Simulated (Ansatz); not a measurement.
Reaction (redistribution): `S[SiH2][GeH3]` + `[OH][AlH][SiH3]` → `O[SiH2][GeH3]` + `[SiH3][AlH][SH]`

Gas-phase electronic energies from Ansatz, PBE0-D4/def2-TZVP geometries. CBS: MP2 limit from def2 TZ/QZ plus the TZ coupled-cluster correction, frozen cores. DFT in def2-TZVPP. For Ge outer-core shells are correlated without core-valence functions, which leaves a few kJ/mol of doubt a bond. Scalar relativity is left out up to krypton. One conformer a species, not always the lowest.

`S[SiH2][GeH3]`:

Z-matrix (Å, degrees):
```
Si
Ge 1 2.378
S 1 2.143 2 110.9
H 1 1.485 2 111.1 3 115.5
H 1 1.488 2 110.3 3 -123.9
H 2 1.539 1 111.4 3 176.3
H 2 1.539 1 109.3 3 56.7
H 2 1.536 1 110.3 3 -62.5
H 3 1.344 1 94.8 2 -55.2
```

`[OH][AlH][SiH3]`:

Cartesian coordinates in Å:
```
O -0.169 -0.186 2.171
Al 0.383 -0.704 0.650
Si -0.284 0.667 -1.264
H 0.037 -0.643 2.985
H 1.282 -2.012 0.565
H -0.922 -0.174 -2.318
H 0.912 1.304 -1.890
H -1.238 1.748 -0.898
```

`O[SiH2][GeH3]`:

Cartesian coordinates in Å:
```
O 1.354 -0.475 -1.323
Si 0.537 -0.759 0.085
Ge -1.036 1.003 0.328
H 2.036 -1.099 -1.575
H -0.160 -2.077 0.050
H 1.466 -0.791 1.252
H -1.837 0.803 1.627
H -2.026 1.027 -0.848
H -0.332 2.368 0.403
```

`[SiH3][AlH][SH]`:

Z-matrix (Å, degrees):
```
Si
Al 1 2.447
H 1 1.491 2 110.7
H 1 1.489 2 111.9 3 120.5
H 1 1.491 2 110.9 3 -118.9
S 2 2.185 1 116.7 3 -117.9
H 2 1.585 1 125.6 3 61.9
H 6 1.344 2 94.3 1 179.7
```

Q: Is it downhill or uphill in electronic energy at CCSD(T)/CBS, and by how much? (Estimate.)

A: Ansatz gave: Downhill: ΔE = -0.05 eV.

Q: What do these levels give: PBE, CAM-B3LYP, MP2/def2-SVP, HF/def2-TZVPP, CCSD/def2-TZVPP, CCSD(T)/def2-TZVPP? (Best estimate.)

A: The calculation gave: PBE -0.03, CAM-B3LYP -0.07, MP2/def2-SVP 0.02, HF/def2-TZVPP -0.16, CCSD/def2-TZVPP -0.07, CCSD(T)/def2-TZVPP -0.06 eV.

Largest T1 diagnostic among the species: 0.014.

At CCSD(T), def2-SVP lies +0.05 eV from the extrapolated value and def2-TZVPP −0.01 eV. From BLYP to BHLYP (50 % exact exchange), in def2-TZVPP and without D4, ΔE moves by −0.06 eV.
